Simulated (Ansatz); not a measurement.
WSe₂ was relaxed with PBE-D4 (def2-TZVP) in Ansatz in these states: neutral quintet, neutral triplet. The geometries follow in no particular order.

In the def2 sets W takes a core potential; there is no spin–orbit coupling.

A:

```xyz
3

W    -0.517   -0.442   -0.086
Se   -0.362    1.276   -1.650
Se    0.879   -0.833    1.736
```

B:

```
atom   x (Å)   y (Å)   z (Å)
  W1  -0.510   0.464   0.462
 Se2  -1.164  -1.431  -0.594
 Se3   1.674   0.968   0.131
```

Problem. Judge from the bond lengths which geometry belongs to which state (an estimate).

Solution. A is the neutral quintet (W1–Se2 2.329 Å, W1–Se3 2.329 Å); B is the neutral triplet (W1–Se2 2.266 Å, W1–Se3 2.266 Å).

At PBE0-D4/def2-TZVP a triplet lies 1.37 eV below the neutral quintet. These are the stationary points nearest to one start from a short search; other shapes may lie lower in each state.
